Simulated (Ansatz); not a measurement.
`C=[C]([AlH2])S` + HCl → `C=C(S)Cl` + `[AlH3]` at 500 K and 1 bar (substitution at a C–Al bond).

Gas-phase electronic energies from Ansatz, PBE0-D4/def2-TZVP geometries. CBS: MP2 limit from def2 TZ/QZ plus the TZ coupled-cluster correction, frozen cores. This one scheme is used for every species. Each species was taken in one conformer, which may not be the lowest.

```
         species  CCSD(T)/CBS energy (Eh)  H − E (kJ/mol)  S (J/(mol·K))
`C=[C]([AlH2])S`               -718.86204           186.7          388.4
             HCl               -460.38127            32.5          201.9
      `C=C(S)Cl`               -935.43076           144.8          348.0
        `[AlH3]`               -243.78045            68.7          232.2
```

H − E and S are ideal-gas, rigid-rotor, harmonic terms from PBE0-D4/def2-TZVP, for one conformer and one mirror image of each species. 1 Eh = 2625.50 kJ/mol, R = 8.31446 J/(mol·K).

Problem. By hand: ΔE, ΔH, ΔS and ΔG.

Solution. ΔE = (-935.43076) + (-243.78045) − (-718.86204) − (-460.38127) = 0.03210 Eh = 84.3 kJ/mol. Δ(H − E) = 144.8 + 68.7 − 186.7 − 32.5 = -5.7, so ΔH = 78.6 kJ/mol. ΔS = 348.0 + 232.2 − 388.4 − 201.9 = -10.1 J/(mol·K). ΔG = 78.6 − 500 × (-10.1)/1000 = 83.6 kJ/mol.

Problem. By hand: the equilibrium constant, and the temperature at which ΔG would vanish if ΔH and ΔS stayed fixed.

Solution. log₁₀ K = −ΔG/(RT ln 10) = -8.7. ΔH and −TΔS have one sign here, so there is no such temperature.

The number of gas molecules stays the same, so ΔS is small and ΔH decides. A doubt of 5 kJ/mol in ΔE shifts log₁₀ K by 0.5 here. Other conformers and mirror images would add mixing entropy, several J/(mol·K) or more a flexible species. These are equilibria of isolated gas molecules and say nothing of rates. Largest T1 diagnostic: 0.012 (customary marks: 0.02 for closed shells, 0.045 for open ones).

ΔS is within the doubt of such terms, so its sign, and with it that verdict, could turn.
